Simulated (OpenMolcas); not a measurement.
## Multiconfigurational calculation on Se V

Input:

```
&GATEWAY
Coord
1

Se 0.0 0.0 0.0
Basis=ANO-RCC
Group=XYZ
NoMove
AngMom=0.0 0.0 0.0
AMFI
&SEWARD
* reference wave functions (RASSCF and RASSI steps not shown): 2 electrons in 8 orbitals (4s 4p 5s 5p)
>>> COPY JOB001 $Project.JobIph
&CASPT2
Multistate=3 1 2 3
Frozen=3 6
IPEA=0.0
Imaginary=0.1
MaxIter=60
WThr=0.0 0.3 0.05
PrWF=0.5
NoMix
>>> COPY JOB002 $Project.JobIph
&CASPT2
Multistate=7 1 2 3 4 5 6 7
Frozen=3 6
IPEA=0.0
Imaginary=0.1
MaxIter=60
WThr=0.0 0.3 0.05
PrWF=0.5
NoMix
>>> COPY JOB003 $Project.JobIph
&CASPT2
Multistate=3 1 2 3
Frozen=3 6
IPEA=0.0
Imaginary=0.1
MaxIter=60
WThr=0.0 0.3 0.05
PrWF=0.5
NoMix
...
```

Output, cut to the results:

```
--- CASPT2 ---
Orbital specifications:
      -----------------------

      Symmetry species                           1   2
                                                ag  au
      Frozen orbitals                            3   6
      Inactive orbitals                          5   0
      Active orbitals                            2   6
      Secondary orbitals                        47  40
      Deleted orbitals                           0   0
      Number of basis functions                 57  52
Type of calculation                        MS-CASPT2
      Fock operator                              state-specific
      IPEA shift                                 0.00
      Real shift                                 0.00
      Imaginary shift                            0.10
      The input orbitals will be transformed to quasi-canonical
Reference energy:       -2423.2853284247
      E2 (Non-variational):      -0.2074786183
      Shift correction:          -0.0000349361
      E2 (Variational):          -0.2075135545
      Total energy:           -2423.4928419792
      Residual norm:              0.0000004448
      Reference weight:           0.98082
      Contributions to the CASPT2 correlation energy
      Active & Virtual Only:         -0.0069617863
      One Inactive Excited:          -0.0372268332
      Two Inactive Excited:          -0.1632899988
Reference energy:       -2423.2853284246
      E2 (Non-variational):      -0.2074786183
      Shift correction:          -0.0000349361
      E2 (Variational):          -0.2075135545
      Total energy:           -2423.4928419791
      Residual norm:              0.0000004448
      Reference weight:           0.98082
      Contributions to the CASPT2 correlation energy
      Active & Virtual Only:         -0.0069617863
      One Inactive Excited:          -0.0372268332
      Two Inactive Excited:          -0.1632899988
::    CASPT2 Root  1     Total energy:  -2423.49284198
::    CASPT2 Root  2     Total energy:  -2423.49284198
::    CASPT2 Root  3     Total energy:  -2423.49284198
::    MS-CASPT2 Root  1     Total energy:  -2423.49284198
::    MS-CASPT2 Root  2     Total energy:  -2423.49284198
::    MS-CASPT2 Root  3     Total energy:  -2423.49284198
--- CASPT2 ---
Orbital specifications:
      -----------------------

      Symmetry species                           1   2
                                                ag  au
      Frozen orbitals                            3   6
      Inactive orbitals                          5   0
      Active orbitals                            2   6
      Secondary orbitals                        47  40
      Deleted orbitals                           0   0
      Number of basis functions                 57  52
Type of calculation                        MS-CASPT2
      Fock operator                              state-specific
      IPEA shift                                 0.00
      Real shift                                 0.00
      Imaginary shift                            0.10
      The input orbitals will be transformed to quasi-canonical
Reference energy:       -2424.2614064040
      E2 (Non-variational):      -0.2059153043
      Shift correction:          -0.0000177964
      E2 (Variational):          -0.2059331007
      Total energy:           -2424.4673395047
      Residual norm:              0.0000008729
      Reference weight:           0.98362
      Contributions to the CASPT2 correlation energy
      Active & Virtual Only:         -0.0027996710
      One Inactive Excited:          -0.0392303663
      Two Inactive Excited:          -0.1638852670
Reference energy:       -2423.2218405090
      E2 (Non-variational):      -0.2645208033
      Shift correction:          -0.0016567383
      E2 (Variational):          -0.2661775416
      Total energy:           -2423.4880180507
      Residual norm:              0.0000008475
      Reference weight:           0.90364
      Contributions to the CASPT2 correlation energy
      Active & Virtual Only:         -0.0644383635
      One Inactive Excited:          -0.0366637996
      Two Inactive Excited:          -0.1634186402
::    CASPT2 Root  1     Total energy:  -2424.46733950
::    CASPT2 Root  2     Total energy:  -2423.48801805
::    CASPT2 Root  3     Total energy:  -2423.48801805
::    CASPT2 Root  4     Total energy:  -2423.48801804
::    CASPT2 Root  5     Total energy:  -2423.48801805
::    CASPT2 Root  6     Total energy:  -2423.48804325
::    CASPT2 Root  7     Total energy:  -2423.34418264
::    MS-CASPT2 Root  1     Total energy:  -2424.46784249
::    MS-CASPT2 Root  2     Total energy:  -2423.48804334
::    MS-CASPT2 Root  3     Total energy:  -2423.48801809
::    MS-CASPT2 Root  4     Total energy:  -2423.48801805
::    MS-CASPT2 Root  5     Total energy:  -2423.48801805
::    MS-CASPT2 Root  6     Total energy:  -2423.48801800
::    MS-CASPT2 Root  7     Total energy:  -2423.34367957
--- CASPT2 ---
Orbital specifications:
      -----------------------

      Symmetry species                           1   2
                                                ag  au
      Frozen orbitals                            3   6
      Inactive orbitals                          5   0
      Active orbitals                            2   6
      Secondary orbitals                        47  40
      Deleted orbitals                           0   0
      Number of basis functions                 57  52
Type of calculation                        MS-CASPT2
      Fock operator                              state-specific
      IPEA shift                                 0.00
      Real shift                                 0.00
      Imaginary shift                            0.10
      The input orbitals will be transformed to quasi-canonical
Reference energy:       -2423.8485857885
      E2 (Non-variational):      -0.2036067124
      Shift correction:          -0.0000351059
      E2 (Variational):          -0.2036418183
...
```

Levels above the lowest, from the spin-orbit matrix with the single-state CASPT2 energies, averaged by term, on its diagonal:

| Configuration | Term | J | E (cm⁻¹) | Measured (cm⁻¹) | g | Term weight % | Second |
| --- | --- | --- | --- | --- | --- | --- | --- |
| 4s² | ¹S | 0 | 0.0 | 0.0 |  | 100 |  |
| 4s 4p | ³P° | 0 | 88041 | 89749 |  | 100 |  |
| 4s 4p | ³P° | 1 | 89476 | 91350 | 1.500 | 100 |  |
| 4s 4p | ³P° | 2 | 92645 | 94960 | 1.501 | 100 |  |
| 4s 4p | ¹P° | 1 | 131664 | 131733 | 1.001 | 100 |  |
| 4p² | ³P | 0 | 210430 | 211794 |  | 99 |  |
| 4p² | ³P | 1 | 212382 | 214091 | 1.501 | 100 |  |
| 4p² | ¹D | 2 | 213025 | 213203 | 1.225 | 55 | 45 ³P |
| 4p² | ³P | 2 | 217293 | 218615 | 1.276 | 55 | 45 ¹D |

Against the 8 measured excited levels shown (the list in Rauch et al., Astron. Astrophys. 606, A105 (2017)) the mean absolute deviation is 1300 cm-1; the largest miss in energy is 4s 4p ³P°₂: computed 92645, measured 94960 cm⁻¹ (-2.4 %).

Over all roots computed the reference weight is 0.90 to 0.98; the roots of lowest weight are the least certain, and an intruder state may touch them. Active for correlation alone: 5p 5s; no level in the range computed is led by a configuration that fills them, so any true level of that kind is missing. The ¹D term of p² mixes with s d, which this space lacks. Measured partners are found by configuration, term and J. A level has none where our copy of the source lacks it or the pairing is in doubt (some pairs that miss far off the trend of their configuration count as doubtful), and it then counts in no deviation. Levels of configurations outside the active space are missing. The first state left out of the spin-orbit step lies near 290000 cm-1 above the lowest spin-free state of the reference (among the parities and spins computed), and the list stops at four fifths of that energy or lower.

The term weight is that of the spin-free term in the level, not the purity of its configuration. ° marks odd parity.
